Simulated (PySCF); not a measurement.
NMR data simulated for an unnamed compound:

¹H NMR (500 MHz, computed): δ 4.16 (m, 1H), 2.12 (s, 3H).

¹³C{¹H} NMR (computed): δ 168.6 (C), 136.4 (C), 118.8 (C), 91.9 (C), 72.6 (C), 24.4 (CH), 4.3 (CH3).

[PySCF 2.14.0 with density-fitted response routines: PBE0/pcSseg-1 with gauge-including orbitals; GFN2-xTB structure; isolated molecule; single conformer; equivalent nuclei averaged; relativity neglected]

δ = σ(ref) − σ, references computed at the same level: TMS for ¹H (31.72 ppm) and ¹³C (186.93 ppm).

Question: Which of these does the molecule contain: a ketone, an S-methyl group, an NH or NH2 group, a nitrile, a C≡C triple bond, a non-aromatic C=C double bond?

Answer: 
- A ketone: no.
- An S-methyl group: no.
- An NH or NH2 group: no.
- A nitrile: yes (δC 118.8).
- A C≡C triple bond: yes (δC 91.9, 72.6).
- A non-aromatic C=C double bond: yes.

The data belong to `C(#CC)[C@H](C#N)C(F)=C(F)F`, C7H4F3N; they needn't prove each group on their own.

Carbon signals by region: 1 in the far downfield region (above 160 ppm), 2 in the sp2 and nitrile region (100–160 ppm), 2 at 50–100 ppm, 2 below 50 ppm. Above 160 ppm: 168.6, fully substituted alkene carbon.

Splittings by ¹⁹F in the carbon and heteronuclear signals aren't shown, as no couplings were computed. Shifts are as computed. Against solution values, carbons near 30 ppm lie about +3 ppm off and those near 130 ppm about +5 ppm. Of 1211 compounds with measured shifts, 218 miss one by over three times the rms of a fit or turn the order of signals round; such compounds aren't used in these exercises. Multiplicities follow the n + 1 count of equivalent neighbours, as no J values were calculated; m marks all less simple cases, F and P coupling included.
